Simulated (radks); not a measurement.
Values are calculated unless marked as measured or tabulated.
Correlation energies from several functionals, in hartree. Species: Si3+ [Ne] 3s1; Cu+ [Ar] 3d10. Code: a radial shooting solver on a logarithmic mesh with Libxc functionals. Model: non-relativistic Kohn-Sham, r2SCAN, spin-polarised, spherical densities, point nucleus; meta-GGA in the generalised Kohn-Sham scheme. Every spin shell is full or empty, so the densities are truly spherical. Functionals are evaluated on that one density, not self-consistently.

[
 {"functional": "PW92", "Si3+": "-0.90839", "Cu+": "-2.5158"},
 {"functional": "VWN5", "Si3+": "-0.91307", "Cu+": "-2.5278"},
 {"functional": "Wigner", "Si3+": "-0.54672", "Cu+": "-1.4926"},
 {"functional": "Chachiyo", "Si3+": "-0.89279", "Cu+": "-2.4768"},
 {"functional": "PBE", "Si3+": "-0.40102", "Cu+": "-1.3290"},
 {"functional": "PBEsol", "Si3+": "-0.47480", "Cu+": "-1.5212"},
 {"functional": "P86", "Si3+": "-0.45357", "Cu+": "-1.5046"},
 {"functional": "AM05", "Si3+": "-0.81991", "Cu+": "-2.3165"},
 {"functional": "OP (B88)", "Si3+": "-0.44275", "Cu+": "-1.3077"},
 {"functional": "TPSS", "Si3+": "-0.40244", "Cu+": "-1.3322"},
 {"functional": "revTPSS", "Si3+": "-0.41192", "Cu+": "-1.3531"},
 {"functional": "SCAN", "Si3+": "-0.39801", "Cu+": "-1.3414"},
 {"functional": "B95", "Si3+": "-0.48079", "Cu+": "-1.5870"}
]
